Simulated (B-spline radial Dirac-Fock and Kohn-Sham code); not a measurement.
Core and valence levels of Pt²⁶⁺

System: Pt²⁶⁺, configuration [Kr] 4d10 4f6; nuclear rms radius 5.427 fm (A = 195).

Model: relaxed Dirac-Fock hole states (ΔSCF) with Breit and QED corrections and a finite nucleus. Program: an atomic code on a B-spline grid. Correlation and solid-state effects are left out. Energies are counted from the vacuum level.

All terms are in eV, carry their sign (relaxation lowers the binding energy) and add up to the binding energy; ⟨r⟩ is the mean radius of the orbital in the initial state.

```
subshell  −ε (Koopmans)  relaxation    Gaunt  retardation      QED  binding energy  ⟨r⟩ (bohr)
      1s        79740.6      -73.77  -301.13        27.90  -143.80         79249.8       0.017
      2s        14837.4      -37.21   -34.05         2.49   -21.58         14747.1       0.072
   2p1/2        14226.9      -41.95   -58.23         6.17    -0.31         14132.5       0.059
   2p3/2        12495.2      -38.35   -39.59         8.59    -2.28         12423.6       0.068
      3s         4184.9      -14.71    -6.50         0.44    -5.05          4159.1       0.186
   3p1/2         3912.8      -15.75   -11.21         1.04    -0.20          3886.7       0.176
   3p3/2         3525.1      -14.15    -7.37         1.67    -0.59          3504.6       0.191
   3d3/2         3079.1      -16.74    -4.98         0.45     0.37          3058.2       0.167
   3d5/2         2996.5      -16.15    -3.48         0.49     0.15          2977.5       0.172
      4s         1529.4       -2.99    -1.69         0.14    -1.36          1523.5       0.402
   4p1/2         1411.1       -3.05    -2.83         0.28    -0.05          1405.5       0.402
   4p3/2         1308.5       -2.56    -1.81         0.45    -0.15          1304.4       0.429
   4d3/2         1113.0       -2.69    -1.06         0.11     0.09          1109.4       0.428
   4d5/2         1092.7       -2.52    -0.69         0.13     0.04          1089.6       0.436
      4f          855.4       -2.79    -0.01         0.00     0.06           852.6       0.425
```

For the deepest level, K (1s), the Breit terms make up -0.345 % of the binding energy, QED -0.181 % and orbital relaxation -0.093 %.

Spin-orbit splittings: 2p 1709.0 eV, 3p 382.1 eV, 3d 80.69 eV, 4p 101.1 eV, 4d 19.82 eV.

Going to the tabulated ground configuration of the next ion removes an electron from N6,7 (4f), computed at 852.6 eV. NIST lists 870 ± 40 eV as the ionisation energy of this species (theoretical), +17.39 eV from the computed value, within the stated uncertainty.
